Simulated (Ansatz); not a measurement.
```xyz
6

N    -1.230   -0.724    2.008
C    -0.655   -0.386    1.070
Ge    0.305    0.180   -0.498
H     0.897    1.553   -0.185
H    -0.708    0.241   -1.641
H     1.391   -0.865   -0.754
```

Charge 0, multiplicity 1.

**Question.** List the PBE/def2-TZVPP orbital energies in eV (Ansatz 0.2.0). (An estimate is asked.)

**Answer.** Ansatz gave: Occupied: -10805.55, -1338.91, -1192.34, -1192.32, -1192.32, -380.63, -269.77, -163.50, -114.99, -114.91, -114.91, -30.82, -30.76, -30.76, -30.69, -30.69, -22.54, -15.52, -11.19, -9.59, -9.59, -8.46, -8.38, -8.38. Lowest empty: -1.24, -1.24, -0.57, -0.34, 1.12, 1.12, 2.52, 3.98.
